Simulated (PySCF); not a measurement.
Record of a relaxation.

Species: C₄H₇BO.
SMILES with atom numbers: `[CH:1]#[C:2][BH:3][CH2:4][O:5][CH3:6]` (hydrogens: H7 on C1; H8 on B3; H9, H10 on C4; H11, H12, H13 on C6)

Computed by this run: PySCF 2.14.0, PBE0-D3(BJ)/def2-SVP geometry optimisation, gas phase; density fitting, grid level 1; the optimiser is geomeTRIC in internal coordinates, started from a GFN2-xTB structure with every atom displaced at random (about 0.01 Å). The frame can shift and turn from step to step; on so coarse a grid that alone can change the energy by a few meV, and forces under 0.02 eV/Å are noise.

Step 0: E = -6969.2917 eV, largest atomic force 2.712 eV/Å
```
atom  x, y, z in Å  |  force x, y, z in eV/Å
C1      3.464    0.952   -0.077   -0.401  -0.122  -0.066
C2      2.465    0.271   -0.212    0.072  -0.177  -0.024
B3      1.254   -0.614   -0.394    0.373   0.929   0.261
C4     -0.128    0.020   -0.183   -2.537  -0.928   0.243
O5     -1.219   -0.901   -0.447    0.606   0.833   0.164
C6     -2.490   -0.330   -0.250    0.801  -0.266  -0.148
H7      4.301    1.588    0.030    0.660   0.414   0.104
H8      1.418   -1.733   -0.669    0.017  -1.089  -0.280
H9     -0.286    0.915   -0.801    0.270   0.399  -0.242
H10    -0.252    0.396    0.865    0.376  -0.013  -0.152
H11    -3.220   -1.116   -0.470   -0.177  -0.028  -0.016
H12    -2.624   -0.001    0.797   -0.091   0.101   0.083
H13    -2.678    0.535   -0.921    0.029  -0.053   0.074
```

Step 1: E = -6969.4084 eV, largest atomic force 0.487 eV/Å
```
atom  x, y, z in Å  |  force x, y, z in eV/Å
C1      3.450    1.202   -0.075    0.120   0.119   0.010
C2      2.467    0.495   -0.216   -0.097   0.051   0.015
B3      1.263   -0.406   -0.392   -0.192  -0.073  -0.003
C4     -0.218    0.092   -0.196    0.463  -0.140  -0.063
O5     -1.107   -0.954   -0.438   -0.265   0.025  -0.015
C6     -2.439   -0.612   -0.237   -0.128   0.194  -0.030
H7      4.316    1.830    0.045   -0.027  -0.034   0.001
H8      1.449   -1.569   -0.676    0.006   0.065   0.004
H9     -0.413    0.983   -0.841   -0.004  -0.071   0.011
H10    -0.308    0.484    0.844   -0.019   0.024   0.036
H11    -3.065   -1.494   -0.436    0.057  -0.020  -0.011
H12    -2.633   -0.277    0.805    0.021  -0.025  -0.034
H13    -2.772    0.209   -0.914    0.066  -0.115   0.079
```

Step 2: E = -6969.4203 eV, largest atomic force 0.278 eV/Å
```
atom  x, y, z in Å  |  force x, y, z in eV/Å
C1      3.359    1.253   -0.065   -0.042   0.008  -0.009
C2      2.427    0.479   -0.217    0.215  -0.069  -0.021
B3      1.287   -0.502   -0.408   -0.168   0.202   0.055
C4     -0.177    0.020   -0.204   -0.011  -0.272  -0.057
O5     -1.127   -0.976   -0.439   -0.046   0.043   0.028
C6     -2.437   -0.557   -0.230   -0.025   0.016  -0.004
H7      4.180    1.935    0.067   -0.001   0.005   0.006
H8      1.504   -1.656   -0.695    0.023   0.054   0.006
H9     -0.345    0.913   -0.850    0.036   0.016  -0.006
H10    -0.248    0.424    0.834    0.010   0.008   0.000
H11    -3.103   -1.409   -0.428   -0.005  -0.001   0.002
H12    -2.606   -0.216    0.813    0.004  -0.007  -0.001
H13    -2.724    0.275   -0.904    0.008  -0.002   0.001
```

Step 3: E = -6969.4247 eV, largest atomic force 0.131 eV/Å
```
atom  x, y, z in Å  |  force x, y, z in eV/Å
C1      3.383    1.253   -0.071   -0.065  -0.028  -0.011
C2      2.445    0.487   -0.217    0.014  -0.004   0.011
B3      1.287   -0.481   -0.398   -0.050   0.012  -0.014
C4     -0.185    0.008   -0.200   -0.089  -0.053   0.011
O5     -1.140   -0.984   -0.437    0.127   0.026   0.024
C6     -2.448   -0.559   -0.232    0.020  -0.027   0.009
H7      4.210    1.929    0.056    0.014   0.004   0.002
H8      1.512   -1.630   -0.690    0.035  -0.027  -0.007
H9     -0.354    0.901   -0.845    0.019   0.045  -0.009
H10    -0.262    0.414    0.838    0.003   0.011  -0.006
H11    -3.116   -1.408   -0.436   -0.011   0.005   0.002
H12    -2.618   -0.221    0.810   -0.004   0.002   0.008
H13    -2.726    0.275   -0.906   -0.012   0.033  -0.021
```

Step 4: E = -6969.4254 eV, largest atomic force 0.029 eV/Å
```
atom  x, y, z in Å  |  force x, y, z in eV/Å
C1      3.375    1.252   -0.070   -0.006   0.017  -0.001
C2      2.440    0.483   -0.217    0.009  -0.019   0.003
B3      1.285   -0.486   -0.401   -0.020   0.004  -0.004
C4     -0.185    0.008   -0.200   -0.013  -0.026   0.005
O5     -1.136   -0.985   -0.436    0.016   0.014   0.009
C6     -2.444   -0.558   -0.232   -0.010  -0.006  -0.004
H7      4.200    1.931    0.058    0.002  -0.004   0.000
H8      1.514   -1.635   -0.692    0.013  -0.004  -0.004
H9     -0.350    0.903   -0.845    0.005   0.011  -0.004
H10    -0.260    0.415    0.837    0.003   0.009   0.000
H11    -3.115   -1.405   -0.435   -0.001   0.002  -0.001
H12    -2.614   -0.218    0.810    0.001   0.000   0.001
H13    -2.721    0.278   -0.906    0.002   0.002   0.000
```

Step 5: E = -6969.4255 eV, largest atomic force under 0.02 eV/Å
```
atom  x, y, z in Å  |  force x, y, z in eV/Å
C1      3.372    1.254   -0.070   -0.004   0.012  -0.001
C2      2.439    0.481   -0.217    0.011  -0.012   0.003
B3      1.285   -0.489   -0.401   -0.005   0.002  -0.003
C4     -0.183    0.005   -0.199   -0.004  -0.005   0.003
O5     -1.137   -0.986   -0.433   -0.002   0.002   0.005
C6     -2.444   -0.556   -0.232   -0.003   0.004  -0.002
H7      4.195    1.933    0.058    0.001  -0.004   0.000
H8      1.517   -1.638   -0.694    0.002   0.002  -0.003
H9     -0.346    0.901   -0.844    0.001  -0.001  -0.002
H10    -0.256    0.414    0.838    0.000   0.002  -0.001
H11    -3.117   -1.401   -0.436    0.003   0.000  -0.001
H12    -2.616   -0.216    0.810    0.000  -0.001  -0.001
H13    -2.718    0.281   -0.907    0.001  -0.002   0.002
```

Task: Summarise the path.

Result: The energy falls by 3.09 kcal/mol from step 0 to step 5; nine tenths of that is first reached at step 2. It falls at every step. The largest force goes from 2.712 to under 0.02 eV/Å. Among the bonds C4–O5 changes most, from 1.451 to 1.395 Å; the atoms move by 0.038 Å rms after alignment.

What follows is the cost of the whole optimisation. Time: 30 s; peak memory 0.50 GiB. Hardware: one thread of an Arm Neoverse V1, shared host with 32 logical CPUs at a one-minute load of 35.
